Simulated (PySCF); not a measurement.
Atom-mapped SMILES (the numbers label the heavy atoms): `[CH3:1][NH:2][c:3]1[cH:4][cH:5][cH:6][cH:7][c:8]1[CH3:9]`. Hydrogens are named by the atom that carries them.

PySCF 2.14 calculation with GIAO PBE0/pcSseg-1 shieldings and GFN2-xTB geometry; relativity neglected, equivalent nuclei averaged, gas phase, single conformer.

Scale: 13C (σref 186.93) and 1H (σref 31.72) against TMS; NH3 for 15N (σref 267.73) (reference shieldings calculated alike).

| atoms | nucleus | count | δ (ppm) |
| --- | --- | --- | --- |
| C5 | 13C | 1 | 133.2 |
| H(C6) | 1H | 1 | 6.93 |
| C4 | 13C | 1 | 112.0 |
| C8 | 13C | 1 | 124.9 |
| C6 | 13C | 1 | 121.9 |
| N2 | 15N | 1 | 74.7 |
| C7 | 13C | 1 | ? |
| H(C9) | 1H | 3 | 2.16 |
| H(C7) | 1H | 1 | 7.37 |
| H(N2) | 1H | 1 | ? |
| C9 | 13C | 1 | ? |
| C1 | 13C | 1 | 32.3 |
| H(C1) | 1H | 3 | 3.00 |
| H(C4) | 1H | 1 | ? |
| C3 | 13C | 1 | ? |
| H(C5) | 1H | 1 | 7.45 |

Q: Complete the table.

A: 
- C3: 151.5 ppm, aromatic carbon bearing nitrogen; σ withdrawal by the attached heteroatom moves it downfield of the ring CH carbons
- C7: 135.7 ppm, aromatic CH; the aromatic region
- C9: 20.3 ppm, methyl carbon on an aromatic ring; a saturated carbon with 1 carbon neighbour and no heteroatom attached
- H(C4): 6.62 ppm, hydrogen on an aromatic CH; ortho or para to a lone-pair donor, hence upfield of benzene
- H(N2): 2.91 ppm, hydrogen on an aniline-type nitrogen; labile proton, position sensitive to the medium

OH/NH shifts are gas-phase values; hydrogen bonding in solution moves them, usually downfield. Shifts are as computed. Against solution values, carbons near 30 ppm lie about +3 ppm off and those near 130 ppm about +5 ppm. Of 1211 compounds with measured shifts, 218 miss one by over three times the rms of a fit or turn the order of signals round; such compounds aren't used in these exercises. Experimental scales use liquid or dissolved standards, which lie at an offset from isolated NH3 (liquid NH3: subtract about 20 ppm).
